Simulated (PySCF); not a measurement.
Gas-phase reaction: 2 B3N3Cl3H3 + 3 H ⇌ borazine + 3 N + 3 BHCl2

Computed with PySCF (xtb for GFN2) and rigid-rotor harmonic-oscillator thermochemistry at 1 bar. † marks an energy on the PBE0/def2-TZVP geometry and frequencies; other levels use their own. CCSD(T) freezes the core. 6-31G* has spherical d functions here. Open shells (unrestricted): H (multiplicity 2), N (multiplicity 4); the rest are closed-shell singlets. GFN2 has no spin-polarisation term. B3LYP is the form with VWN-RPA correlation. CCSD(T) isn't extrapolated to the basis-set limit. The harmonic model lacks anharmonicity and excited electronic states, which grow with temperature; levels with a mode under 35 cm⁻¹ are left out. Soft modes under 120 cm⁻¹ make the harmonic entropy rough for B3N3Cl3H3.

| level | ΔE electronic, kJ | ΔH°(298 K), kJ | ΔS°(298 K), J/K | ΔG°(2500 K), kJ |
|---|---|---|---|---|
| B3LYP/6-31G* | 1441 | 1437 | 444 | 445 |
| CCSD(T)/def2-SVP† | 1395 | 1388 | 444 | 393 |
| GFN2-xTB | 2233 | 2228 | 435 | 1256 |
| HF/def2-TZVP† | 859 | 852 | 444 | -142 |
| PBE/def2-SVP | 1708 | 1702 | 442 | 714 |
| PBE0/def2-TZVP | 1559 | 1552 | 444 | 557 |
| r2SCAN/def2-TZVP† | 1516 | 1510 | 444 | 515 |
| LDA/def2-TZVP† | 1935 | 1928 | 444 | 933 |
| ωB97X-V/def2-TZVP† | 1546 | 1539 | 444 | 544 |
ΔH° is lowest at HF/def2-TZVP† and highest at GFN2-xTB. No reference value is set beside these.
